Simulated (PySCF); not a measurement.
Be(F)(Me), SMILES [CH3][Be][F] (B3LYP/def2-SVP optimised geometry):

```
6

Be     0.344     0.155     0.000
F      1.733     0.155     0.000
C     -1.322     0.154     0.000
H     -1.732     0.462     0.978
H     -1.731    -0.847    -0.223
H     -1.733     0.847    -0.756
```

Calculation: PySCF with B3LYP/def2-TZVP.

Q: What are the frontier orbital energies and the dipole moment?

A: HOMO-2 -10.72 eV, HOMO-1 -10.72 eV, HOMO -8.74 eV, LUMO -0.45 eV, LUMO+1 0.53 eV; dipole moment 1.33 D.

On the same geometry PBE/def2-TZVP in PySCF gives HOMO-2 -9.36 eV, HOMO-1 -9.36 eV, HOMO -7.58 eV, LUMO -0.76 eV, LUMO+1 -0.01 eV; dipole moment 1.31 D.

Meta-Löwdin charges at B3LYP/def2-TZVP: Be1 1.36, F2 -0.78, C3 -0.93, H4 0.12, H5 0.12, H6 0.12.
